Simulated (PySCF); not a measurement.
diiodomethane (CH$_{2}$I$_{2}$), singlet, at a GFN2-xTB geometry (core potentials on I). Base run: CAMB3LYP/def2-SV(P) (PySCF).

The PySCF input:
```python
from pyscf import gto, scf, dft

mol = gto.Mole()
mol.atom = '''
    I    -1.801318    0.103525    0.010569
    C    -0.006413   -1.071194    0.028147
    I     1.802424    0.081268   -0.015425
    H    -0.003488   -1.660005    0.937825
    H    -0.016669   -1.706886   -0.849356
'''
mol.basis = 'def2-sv(p)'
mol.ecp = {'I': 'def2-sv(p)'}
mol.charge = 0
mol.spin = 0
mol.verbose = 4
mol.build()

mf = dft.RKS(mol)
mf.xc = 'camb3lyp'
mf.kernel()
```

Each row names what was changed in the base input (with any setting that the change needs).

```tsv
change	ΔE vs base (µEh)	grid points	electrons on the grid	outcome
base	0.0	77656	58.00000	converged
grids.level = 1	-12.8	26176	57.99987	converged
grids.radi_method = delley	-0.3	77968	58.00000	converged
grids.prune = dft.gen_grid.sg1_prune	-	-	-	input refused
grids.atom_grid = (30, 110)	-109	12240	57.99924	converged
grids.atom_grid = (99, 590)	0.0	155240	58.00000	converged
grids.atom_grid = (50, 194)	-26.0	32256	57.99989	converged
grids.level = 2	-5.5	50040	58.00001	converged
grids.atom_grid = (150, 974)	-1.7	386536	58.00000	converged
grids.level = 4	-1.1	123200	58.00000	converged
grids.radi_method = gauss_chebyshev	-1.2	74808	58.00000	converged
```

- grids.prune = dft.gen_grid.sg1_prune: ended with `IndexError: index 53 is out of bounds for axis 0 with size 19`
